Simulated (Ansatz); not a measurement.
C2H6ClFSi can be A, `FC(Cl)C[SiH3]`, or B, `FCC([SiH3])Cl`.

Calculated with Ansatz (gas phase, PBE0-D4/def2-TZVP geometries, no zero-point term in ΔE). CBS: MP2 limit from def2 TZ/QZ plus the TZ coupled-cluster correction, frozen cores. DFT in def2-TZVPP. B3LYP here is the variant with VWN-RPA as its local correlation; programs differ in this. One conformer a species, not always the lowest.

A:

Z-matrix (Å, degrees):
```
C
Cl 1 1.787
C 1 1.501 2 111.9
F 1 1.365 2 107.9 3 121.6
H 1 1.091 2 105.5 3 -123.4
Si 3 1.891 1 113.3 2 177.0
H 3 1.094 1 109.3 2 54.6
H 3 1.093 1 108.7 2 -62.1
H 6 1.483 3 111.3 1 -70.5
H 6 1.486 3 108.2 1 169.2
H 6 1.487 3 109.4 1 50.5
```

B:

Z-matrix (Å, degrees):
```
C
C 1 1.504
F 1 1.380 2 111.1
H 1 1.096 2 109.0 3 -118.7
H 1 1.093 2 111.5 3 120.4
Cl 2 1.795 1 111.3 3 -74.6
Si 2 1.900 1 114.6 3 47.5
H 2 1.093 1 108.0 3 169.5
H 7 1.488 2 108.3 1 51.8
H 7 1.483 2 107.7 1 170.0
H 7 1.479 2 110.4 1 -69.4
```

(1) Which is lower in electronic energy at CCSD(T)/CBS, and by how much? (Best estimate.)

(2) Give E(B) − E(A) in kcal/mol with CCSD(T)/def2-TZVPP, MP2/def2-TZVPP, B3LYP-D4, B3LYP, PBE0-D4, ωB97M-V, PBE-D4. (An estimate is asked.)

Largest T1 diagnostic: 0.011.

## Answers

(1) Ansatz gave: A, by 4.8 kcal/mol.

(2) Computed: CCSD(T)/def2-TZVPP 4.9, MP2/def2-TZVPP 5.1, B3LYP-D4 4.8, B3LYP 5.4, PBE0-D4 5.5, ωB97M-V 5.2, PBE-D4 5.7. None reverses the order clearly.
